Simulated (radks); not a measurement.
The numbers below are computed, except where a source is named.
Problem. The mean radii <r> (bohr) of the occupied orbitals of an atom or ion are listed with their occupations. Code: a radial shooting solver on a logarithmic mesh with Libxc functionals. Model: Dirac Kohn-Sham, PBEsol, spin-unpolarised, spherical densities, finite nucleus; Fermi nuclear charge, rms radius of each element as measured or else 0.836 A^(1/3) + 0.57 fm.

orbital     occ.      <r>
1s1/2          2  0.03259
2s1/2          2   0.1377
2p1/2    1.66667   0.1164
2p3/2    3.33333   0.1209

Name the element and its charge. Open shells, if any, are shared by 2j + 1.

Solution. Z = 45, rhodium, charge +36: Rh36+ in [He] 2s2 2p5. The 1s radius gives Z: for a bare nucleus <r> = (2 gamma + 1)/(2Z) with gamma = sqrt(1 - (Z/c)^2), 0.0321 bohr for Z = 45, and screening makes it slightly larger (0.03259 here). The occupations add up to 9, and the charge is Z minus that.
